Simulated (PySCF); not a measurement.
B(I)3 anion (BI₃), SMILES IB(I)I (connectivity only; charge and spin as stated), charge -1, multiplicity 2.

Coordinates come from a PBE0-D3(BJ)/def2-SVPD optimisation. The spin state was assumed, not searched. The isomer is the one that the SMILES or the coordinates give; other isomers of the formula were not compared. The def2 effective core potentials stand for the cores of I; spin–orbit coupling is left out.

Two levels are set side by side: PBE/def2-SVPD (PySCF) and M06-2X/def2-SVPD (PySCF). Same geometry, gas phase. Differences are taken from unrounded values.

```csv
quantity,M06-2X
α-spin orbital gap (eV),4.55
β-spin orbital gap (eV),6.87
mean polarisability (bohr³),143.9
```

Problem. What does PBE give, and how far is it from M06-2X? (The exact figures need the calculation; the answer reports its results.)

Solution. 
```tsv
quantity	PBE	PBE minus M06-2X
α-spin orbital gap (eV)	1.78	-2.77
β-spin orbital gap (eV)	3.64	-3.23
mean polarisability (bohr³)	165.1	21.3
```

Loosely held outer electrons make PBE densities more polarisable. Differences between two approximate levels are no errors against the true value.

Rough cost on one machine, each run with all the roots and properties that it gave: M06-2X against PBE within a factor of 2.
